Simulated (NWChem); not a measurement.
System: C2H5ClOSi; SMILES O[SiH2]/C=C/Cl

```xyz
10

O     -0.7898    -2.7749     0.2986
Si     0.4344    -1.7475    -0.1740
C     -0.1680     0.0008    -0.4336
C      0.3206     1.0117     0.2904
Cl    -0.1669     2.6598     0.1200
H     -1.2558    -2.5452     1.1078
H      1.5306    -1.6692     0.8437
H      0.9421    -2.3268    -1.4460
H     -0.9346     0.2249    -1.1853
H      1.0861     0.8871     1.0633
```
Atoms are numbered in this order, from 1.

Results from NWChem. Coordinates come from a PBE0/def2-SVP optimisation. Isolated, static molecule.

GIAO at PBE0/pcSseg-1: principal shieldings of Si2 are 344.2, 353.0, 418.1 ppm; an isolated tetramethylsilane molecule has σ = 351.9 ppm at the same levels.

Problem. Find the isotropic 29Si shift, its principal values, the span and the skew.

Solution. 
1. σ(iso) = one third of the sum = 371.8 ppm.
2. δ = σ(reference) − σ = -19.9 ppm against tetramethylsilane.
3. δ11, δ22, δ33 = 7.7, -1.1, -66.2 ppm.
4. Span Ω = δ11 − δ33 = 73.9 ppm; skew κ = 3(δ22 − δ(iso))/Ω = 0.76.
